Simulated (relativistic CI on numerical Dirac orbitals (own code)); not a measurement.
## Ar⁴⁺: calculation against measurement

Method of calculation: Dirac-Coulomb-Breit CI, orbitals from a KLI potential per configuration, model QED (radiative potential, 1s self-energy scaled to tabulated hydrogen-like ionisation energies), valence Slater integrals scaled by 0.85, configuration energies shifted to the measured levels that pair with them (semi-empirical) (own radial code, finite nucleus).

Configuration list (outside the closed core [Ne]): 3s2.3p2, 3s.3p3, 3s2.3p.3d, 3p4, 3s2.3p.4s, 3s2.3p.4d, 3s.3p2.3d, 3s2.3p.5s, 3s2.3d2, 3p2.3d2, 3s2.3p.4p, 3p3.3d, 3s2.3d.4s, 3s.3p.3d2, 3s2.3d.4p, 3p3.4s, 3s2.3p.4f, 3s.3p2.4s, 3s2.4s2, 3s2.3p.5p, 3p3.4p, 3s.3p.3d.4s, 3s2.4s.4p, 3s.3p2.4p, 3s2.3p.5d, 3s2.3p.5f, 3s2.3p.5g, 3s.3p.3d.4p, 3s2.4p2, 3s.3p2.4d. Levels of other configurations are missing.

```
Configuration  Term (tabulated)  J  Measured (cm⁻¹)  Computed  Error  Purity (%)
      3s2.3p2                3P  0              0.0         0      0          97
      3s2.3p2                3P  1            763.2       763      0          97
      3s2.3p2                3P  2           2028.8      2013    -16          96
      3s2.3p2                1D  2          16298.7     16007   -292          96
      3s2.3p2                1S  0          37912.4     34339  -3573          94
       3s.3p3               3D°  1         121628.7    123624   1996          86
       3s.3p3               3D°  2         121675.0    123664   1989          86
       3s.3p3               3D°  3         121803.1    123793   1990          86
       3s.3p3               3P°  2         141762.6    141696    -67          86
       3s.3p3               3P°  1         141770.5    141690    -80          86
       3s.3p3               3P°  0         141892.6    141682   -210          87
       3s.3p3               3S°  1         191536.8    189993  -1544          90
       3s.3p3               1P°  1         195355.7    194286  -1070          79
    3s2.3p.3d               3P°  2         217572.0    217395   -177          81
    3s2.3p.3d               3P°  1         218287.0    218132   -155          84
    3s2.3p.3d               3P°  0         218647.0    218493   -154          85
    3s2.3p.3d               3D°  1         224219.0    224508    289          84
    3s2.3p.3d               3D°  2         224498.0    224789    291          84
    3s2.3p.3d               3D°  3         224706.0    224998    292          85
    3s2.3p.3d               1F°  3         245328.0    245419     91          96
    3s2.3p.3d               1P°  1         252141.0    250991  -1150          83
          3p4                3P  2         264430.1    266185   1755          86
          3p4                3P  1         265587.6    267543   1955          87
          3p4                3P  0         266075.0    268083   2008          87
          3p4                1D  2         278522.6    273784  -4738          82
    3s2.3p.4s               3P°  0         295731.0    295687    -44          96
    3s2.3p.4s               3P°  1         296231.0    296201    -30          92
    3s2.3p.4s               3P°  2         297878.0    297817    -61          96
    3s2.3p.4s               1P°  1         301290.0    301533    243          92
    3s2.3p.4d               3D°  2         397476.0    397375   -101          71
    3s2.3p.4d               3D°  1         397545.0    397450    -95          95
    3s2.3p.4d               3D°  3         397800.0    397745    -55          70
    3s2.3p.4d               3F°  2         398987.0    398973    -14          65
    3s2.3p.4d               3F°  3         399487.0    399448    -39          70
    3s2.3p.4d               3P°  2         402652.0    402132   -520          94
    3s2.3p.4d               3P°  1         403185.0    402652   -533          95
    3s2.3p.4d               1F°  3         404656.0    404908    252          96
    3s2.3p.5s               3P°  1         430331.0    430133   -198          88
    3s2.3p.5s               3P°  2         432044.0    431962    -82          95
    3s2.3p.5s               1P°  1         432378.0    433502   1124          88
```

Measured levels from Saloman, J. Phys. Chem. Ref. Data 39, 033101 (2010); pairs were made by configuration, J and term (by order where the table uses no LS term), so strongly mixed levels may be paired wrongly.

Mean error by configuration (cm⁻¹): 3s2.3p2 -970; 3s.3p3 375; 3s2.3p.3d -84; 3p4 245; 3s2.3p.4s 27; 3s2.3p.4d -138; 3s2.3p.5s 281. Over the excited levels the mean absolute error is 751 cm⁻¹ (39 of the 43 excited levels that our extract of the source holds in range could be paired, and the others can miss by more), and the median relative error of those above 1,000 cm⁻¹ is 0.13 %, both after the shifts were fitted to these levels, so that a configuration with one level shows no error.

Configurations whose levels could be paired with our table of measured levels were shifted onto them, all but the ground configuration, by the median error of their levels; single terms can still be off by 1,000 to 2,000 cm⁻¹ or more, and rates follow the energies as ν³ (E1, M1) or ν⁵ (E2). The others borrow a shift and can be off by several thousand cm⁻¹ or more. 39 of the 43 excited levels that our extract of the measured tables holds in this range could be paired (the sources list more); they are missed by 751 cm⁻¹ on average and 4738 at most, after the shifts were fitted to these levels, and levels without a partner can miss by more.

Shifts applied (cm⁻¹): 3s2.3p2 0; 3s.3p3 -17; 3s2.3p.3d -2770; 3p4 -26429; 3s2.3p.4s -2406; 3s2.3p.4d -13839; 3s2.3p.5s -16095.
